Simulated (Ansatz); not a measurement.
```yaml
crystal:
  periodic: [false, false, false]
  atoms:
    - {symbol: S, position_ang: [-6.157122, 1.296676, 3.200827]}
    - {symbol: C, position_ang: [-4.908661, 0.805393, 2.062336]}
    - {symbol: S, position_ang: [-3.281925, 1.389197, 2.199850]}
    - {symbol: C, position_ang: [-2.694424, 0.415481, 0.883035]}
    - {symbol: C, position_ang: [-1.305432, 0.477510, 0.495469]}
    - {symbol: S, position_ang: [-0.062369, 0.469458, 1.710841]}
    - {symbol: C, position_ang: [1.238623, 0.596592, 0.564594]}
    - {symbol: C, position_ang: [2.603603, 0.663528, 1.027686]}
    - {symbol: S, position_ang: [3.024252, 1.681994, 2.373686]}
    - {symbol: C, position_ang: [4.703507, 1.253659, 2.327600]}
    - {symbol: S, position_ang: [5.856905, 1.984283, 3.436854]}
    - {symbol: C, position_ang: [4.956842, 0.348245, 1.277779]}
    - {symbol: C, position_ang: [6.208788, -0.235154, 0.917766]}
    - {symbol: C, position_ang: [6.252851, -1.161662, -0.107513]}
    - {symbol: C, position_ang: [5.062714, -1.553335, -0.798121]}
    - {symbol: C, position_ang: [3.835118, -0.996022, -0.483759]}
    - {symbol: C, position_ang: [3.755226, -0.009700, 0.546062]}
    - {symbol: C, position_ang: [0.724039, 0.641666, -0.754803]}
    - {symbol: C, position_ang: [1.451352, 0.839256, -1.968185]}
    - {symbol: C, position_ang: [0.764790, 0.941043, -3.165127]}
    - {symbol: C, position_ang: [-0.662194, 0.873376, -3.204114]}
    - {symbol: C, position_ang: [-1.400356, 0.704523, -2.046296]}
    - {symbol: C, position_ang: [-0.725512, 0.573388, -0.794327]}
    - {symbol: C, position_ang: [-3.748532, -0.366809, 0.345714]}
    - {symbol: C, position_ang: [-3.678378, -1.355165, -0.683038]}
    - {symbol: C, position_ang: [-4.825343, -2.037602, -1.051125]}
    - {symbol: C, position_ang: [-6.079208, -1.776739, -0.414066]}
    - {symbol: C, position_ang: [-6.179553, -0.850353, 0.607352]}
    - {symbol: C, position_ang: [-5.014066, -0.134070, 1.017517]}
    - {symbol: H, position_ang: [-6.603978, 2.408765, 2.534557]}
    - {symbol: H, position_ang: [5.914083, 0.966938, 4.353665]}
    - {symbol: H, position_ang: [7.111600, 0.065321, 1.470702]}
    - {symbol: H, position_ang: [7.213488, -1.617325, -0.392261]}
    - {symbol: H, position_ang: [5.127091, -2.317217, -1.587782]}
    - {symbol: H, position_ang: [2.922031, -1.313687, -1.007022]}
    - {symbol: H, position_ang: [2.546102, 0.929844, -1.938038]}
    - {symbol: H, position_ang: [1.322214, 1.099180, -4.100754]}
    - {symbol: H, position_ang: [-1.180267, 0.980100, -4.169178]}
    - {symbol: H, position_ang: [-2.498756, 0.690711, -2.076618]}
    - {symbol: H, position_ang: [-2.714237, -1.575562, -1.162689]}
    - {symbol: H, position_ang: [-4.773373, -2.803451, -1.839881]}
    - {symbol: H, position_ang: [-6.971231, -2.336478, -0.735244]}
    - {symbol: H, position_ang: [-7.130313, -0.655808, 1.126025]}
basis:
  gaussian: {orbitals: def2-SVP, fitting: {mean_field: def2-universal-jkfit}}
magnetization: {spin_polarized: true, initial_magnetization: 2}
hamiltonian: {xc: {name: CAM-B3LYP}, dispersion: d4}
scf: {lower_state_search: off}
```

```sh
$ ansatz run in.yaml --threads 2 --pin off --events-out ev --progress --plain --max-ram 22528MiB --backend cuda --devices 0, --max-vram 18GiB
```

Output, abridged:

```
Functional definition: CAM-B3LYP
2692 factors; integrals over basis functions are off by at most 3.4e-1 eV
2692 factors; integrals over basis functions are off by at most 4.6e-7 eV
mean field evaluation 1: about -79220.0901 eV, gradient 6.0e1 eV
mean field evaluation 2: about -79207.8915 eV, gradient 7.8e1 eV
mean field evaluation 4: about -79241.3950 eV, gradient 6.6e0 eV
mean field evaluation 8: about -79241.7766 eV, gradient 6.0e-1 eV
mean field evaluation 16: about -79241.7883 eV, gradient 2.9e-2 eV
mean field evaluation 32: about -79241.7883 eV, gradient 6.9e-5 eV
mean field -79241.78829209 eV, -2912.0820077212 hartree, gradient 9.6e-6 eV, S^2 2.159503; 0 other end points of the search recorded, 0 dependent functions left out
reference -79241.78855679 eV, -2912.0820174488 hartree; 120, 118 occupied and 376, 378 virtual orbitals, 2692 factors
Total energy: -79243.84238502 eV, -2912.1574942440 hartree
Checks for a lower state left out: stability, starts, cluster_reference, orbital_swaps, neighbouring_geometries, increment
```

Hardware: 2 threads of AMD EPYC 7R13 on a shared host and a share (18 GiB) of an NVIDIA H100 80GB HBM3. Wall time 18 s.

The charge 0 triplet is spin-contaminated (final ⟨S²⟩ up to 2.16, 2.00 for a pure state).
